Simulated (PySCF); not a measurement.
**Electron correlation in Se²⁺ (selenium, charge +2)**

[Ar] 3d10 4s1 4p2 5s1, high-spin 5P determinant (an excited configuration). All numbers are calculated (PySCF 2.14, scalar relativity through the core potential, in aug-cc-pVTZ-PP with ECP10MDF (6s5p4d2f, 55 functions)). Frozen: 3s2 3p6 3d10; 4 electrons correlated.

MP2 pair energies summed by pair of shells (mhartree):

```tsv
pair	energy	share (%)
4p-5s	-9.22	46.7
4p-4p	-5.66	28.6
4s-4p	-3.58	18.1
4s-5s	-1.31	6.6
```

Total MP2 correlation energy: -19.77 mhartree.

Same-spin part -19.77 and opposite-spin part 0.00 mhartree; SCS-MP2 scales them by 1/3 and 6/5 to -6.59 mhartree.
